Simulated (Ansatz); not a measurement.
`[OH][Ge]([F])([F])[Cl]` + `C[CH2][In]([Cl])[Cl]` → `[F][Ge]([F])([Cl])[Cl]` + `C[CH2][In]([OH])[Cl]`  (redistribution)

Computed with Ansatz on PBE0-D4/def2-TZVP structures; ΔE is electronic, products minus reactants. CCSD(T)/CBS adds triple-zeta CCSD(T) − MP2 to the extrapolated MP2 energy (def2 sets, frozen cores). DFT in def2-TZVPP. Elements past krypton have def2 core potentials. For Ge, In outer-core shells are correlated without core-valence functions, which leaves a few kJ/mol of doubt a bond. Scalar relativity is left out up to krypton. One conformer a species, not always the lowest.

| level | ΔE (kJ/mol) |
| --- | --- |
| PBE0 | 70.4 |
| BHLYP | 78.9 |

**Question.** What does CCSD(T)/CBS give? (Estimate.)

**Answer.** The calculation gave: +67.7 kJ/mol. The listed levels differ from it by 2.7, 11.2 kJ/mol.

**Question.** What do rigid-rotor, harmonic-oscillator terms from PBE0-D4/def2-TZVP frequencies (298.15 K, 1 bar) make of the CCSD(T)/CBS value? (Best estimate.)

**Answer.** Computed: ΔZPE = -0.6 kJ/mol, ΔH = +66.6 kJ/mol, ΔS = -12 J/(mol·K), ΔG = +70.3 kJ/mol. Modes under 50 cm⁻¹ make the entropy rough.

Largest T1 diagnostic among the species: 0.014.

From PBE to PBE0 (25 % exact exchange), in def2-TZVPP and without D4, ΔE moves by +9.3 kJ/mol. At CCSD(T), def2-SVP lies +11.0 kJ/mol from the extrapolated value and def2-TZVPP +3.5 kJ/mol.

CCSD(T)/CBS has its own doubt, a few kJ/mol and more with outer-core shells, so smaller differences from it don't rank the levels.
